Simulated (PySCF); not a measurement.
C4H9NSi, SMILES N[SiH2]C1=CCC1.

Geometry optimised at TPSSh-D3(BJ)/def2-SVP. The structure was generated by enumeration, and PubChem lists no compound with its InChIKey, so it may never have been made. The values are those of a single conformer.

Level of theory: TPSSh-D3(BJ)/def2-SVP in PySCF.

Frequencies are harmonic and unscaled.

Computed vibrational spectrum:
```csv
mode,ν (cm⁻¹),IR (km/mol),moving atoms (share of kinetic energy)
1,68,1.2,"H 34 %, C 33 %, N 22 %, Si 12 %"
2,113,1.0,"N 36 %, C 33 %, H 26 %"
3,158,3.1,"C 49 %, H 47 %"
4,207,9.9,"H 74 %, C 20 %"
5,332,6.9,"H 47 %, C 39 %, N 10 %"
6,346,6.3,"C 46 %, H 41 %, N 8 %"
7,416,129.3,"H 73 %, N 15 %"
8,475,55.9,"Si 47 %, C 26 %, H 22 %"
9,612,77.4,"H 76 %, Si 15 %"
10,676,11.4,H 95 %
11,758,2.3,"H 81 %, C 17 %"
12,811,7.6,"H 50 %, N 36 %, Si 11 %"
13,863,108.6,"H 53 %, N 22 %, Si 21 %"
14,880,14.1,"C 78 %, H 20 %"
15,893,6.4,"H 87 %, C 13 %"
16,925,70.2,"H 50 %, C 45 %"
17,930,96.5,"H 63 %, C 27 %"
18,962,139.7,"H 49 %, C 42 %"
19,992,107.8,H 94 %
20,1029,0.4,"C 52 %, H 48 %"
21,1086,5.4,"H 85 %, C 15 %"
22,1127,31.1,"C 78 %, H 19 %"
23,1165,0.1,"H 86 %, C 14 %"
24,1208,1.5,"H 59 %, C 41 %"
25,1226,2.0,"H 63 %, C 37 %"
26,1278,14.2,"C 55 %, H 44 %"
27,1448,0.5,H 92 %
28,1471,0.1,"H 87 %, C 13 %"
29,1558,38.9,"H 90 %, N 10 %"
30,1636,17.5,C 93 %
31,2182,201.9,H 97 %
32,2238,143.0,H 97 %
33,3030,45.9,H 95 %
34,3040,46.0,H 95 %
35,3079,6.4,"H 90 %, C 10 %"
36,3095,36.5,"H 90 %, C 10 %"
37,3175,17.3,"H 91 %, C 9 %"
38,3539,16.8,H 96 %
39,3631,18.2,"H 91 %, N 9 %"
```
